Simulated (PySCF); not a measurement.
Radial density of Ni²⁺ (nickel, charge +2)

BP86, [Ar] 3d8, high-spin 3F determinant. Calculation: PySCF 2.14, in cc-pVDZ-DK; the spin-free X2C one-electron Hamiltonian (Gaussian nucleus).

| r (bohr) | 4πr²ρ (e/bohr) | 4πr²(ρα − ρβ) |
| --- | --- | --- |
| 0.000960 | 0.2572 | 0.0000 |
| 0.00161 | 0.6442 | 0.0000 |
| 0.00271 | 1.580 | 0.0000 |
| 0.00457 | 3.736 | 0.0000 |
| 0.00768 | 8.319 | 0.0001 |
| 0.0129 | 16.64 | 0.0002 |
| 0.0217 | 27.68 | 0.0004 |
| 0.0365 | 34.04 | 0.0008 |
| 0.0615 | 29.01 | 0.0035 |
| 0.103 | 28.91 | 0.0259 |
| 0.174 | 38.47 | 0.1737 |
| 0.293 | 22.30 | 0.8033 |
| 0.492 | 18.07 | 1.8932 |
| 0.828 | 16.89 | 1.8110 |
| 1.39 | 4.226 | 0.6689 |
| 2.34 | 0.4414 | 0.0869 |
| 3.94 | 0.009902 | 0.0008 |
| 6.63 | 5.311e-05 | 0.0000 |

Densities and radii are taken from the X2C orbitals without a picture-change correction, which distorts them close to the nucleus.
